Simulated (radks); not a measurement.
All-electron atom: Mn2+ in [Ne] 3s1 3p6 3d6 (not the ground configuration).

Method: Dirac Kohn-Sham, exchange-only B88, spin-unpolarised, spherical densities, point nucleus; open shells are shared between the two j in proportion to 2j + 1; computed with a radial shooting solver on a logarithmic mesh with Libxc functionals.

Energy parts (eV):
total: -31395.200
kinetic: 31820.441
electron-nucleus: -74624.038
Hartree: 12784.905
exchange: -1376.507

Orbitals (lengths in bohr, moments of r in powers of bohr; r(max) is where P^2 peaks):
\begin{tabular}{lrrrr}
orbital & occ. & eigenvalue (eV) & r(max) & small-component weight \\ \hline
1s1/2 & 2 & -6453.001 & 0.03986 & 8.07e-03 \\
2s1/2 & 2 & -763.0261 & 0.2324 & 1.47e-03 \\
2p1/2 & 2 & -656.7652 & 0.1865 & 1.45e-03 \\
2p3/2 & 4 & -646.2971 & 0.1889 & 1.43e-03 \\
3s1/2 & 1 & -103.9447 & 0.7351 & 3.17e-04 \\
3p1/2 & 2 & -73.5625 & 0.7454 & 2.80e-04 \\
3p3/2 & 4 & -72.2759 & 0.7524 & 2.75e-04 \\
3d3/2 & 2.4 & -24.5120 & 0.7520 & 1.76e-04 \\
3d5/2 & 3.6 & -24.3844 & 0.7544 & 1.75e-04 \\
4s1/2 & 0 & -19.0419 & 2.253 & 4.45e-05 \\
4p1/2 & 0 & -13.5987 & 2.661 & 3.23e-05 \\
4p3/2 & 0 & -13.4941 & 2.683 & 3.20e-05 \\
\end{tabular}

The highest occupied level is 3d5/2 at -24.384 eV. Summed over all electrons, <r^2> = 17.12 bohr^2, which gives a Langevin (diamagnetic) susceptibility term of -13.6 x 10^-6 cm^3/mol.
